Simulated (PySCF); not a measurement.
BH₆NSi₂ (calculated)

All values are calculated (PySCF 2.14.0). Calculation on a computer-drawn molecule: the log of a Hartree-Fock and frozen-core CCSD(T) single point meant for a local Hartree-Fock minimum, with one planted fault or none, to be diagnosed. Offsets are logged minus clean, where the clean run is the same molecule without the fault. The reference is restricted for singlets and unrestricted otherwise, and also for a bond in bohr or an excited solution. Adding or removing an electron swaps singlet and doublet. The excited solution moves the top pair (singlet) or top alpha electron (doublet) to the lowest empty orbital. Highest occupied and lowest empty are orbital energies over both spins, largest force is the largest gradient component, triples share is (T) over the correlation energy, the T1 limit is 0.02 restricted and 0.045 unrestricted, electrons count all cores, a negative frequency is imaginary (commonest isotopes), and the dipole is about the centre of nuclear charge.

```xyz
10
formula=BH6NSi2 meant_charge=0 meant_multiplicity=1 meant_basis=cc-pV(D+d)Z logged_electrons=46 logged_basis_functions=34 logged_SCF_converged=yes logged_spin_squared=0 logged_highest_occupied=-6.3401 logged_lowest_empty=5.9972 logged_largest_force=0.032402 logged_T1_diagnostic=0.016097 logged_D1_diagnostic=0.060463 logged_triples_share=0.022914 logged_CC_converged=yes logged_dipole_magnitude=2.0297 logged_SCF_stable_within_its_kind=yes logged_energy_HF=-652.71102 logged_energy_CCSD(T)=-652.95193 possible_faults=no_fault,one_electron_removed,one_electron_added,multiplicity_raised_by_two,geometry_at_a_saddle_point,SCF_held_on_an_excited_solution,minimal_basis_STO-3G,one_bond_length_entered_in_bohr,all_coordinates_scaled planted_fault=minimal_basis_STO-3G HF_energy_offset_from_clean_run=4864 CCSD(T)_energy_offset_from_clean_run=5031
B      0.1523    -0.2848     1.8471
Si     1.2359    -0.2039     0.1387
N      0.5512    -0.0442    -1.2563
Si     0.4888     0.1015    -2.9439
H     -0.1271     0.7145     2.4443
H     -0.2335    -1.3325     2.2796
H      2.7032    -0.3099     0.3500
H      1.8273     0.0739    -3.5957
H     -0.1579     1.3795    -3.3352
H     -0.3044    -1.0053    -3.5358
```

Units: logged_highest_occupied, logged_lowest_empty in eV; logged_largest_force in hartree/bohr; logged_dipole_magnitude in debye; logged_energy_HF, logged_energy_CCSD(T) in hartree; HF_energy_offset_from_clean_run, CCSD(T)_energy_offset_from_clean_run in kcal/mol.

Drawn bonds:
| atom | other atom | order |
| --- | --- | --- |
| 1 | 2 | 1 |
| 2 | 3 | 2 |
| 3 | 4 | 1 |
| 1 | 5 | 1 |
| 1 | 6 | 1 |
| 2 | 7 | 1 |
| 4 | 8 | 1 |
| 4 | 9 | 1 |
| 4 | 10 | 1 |
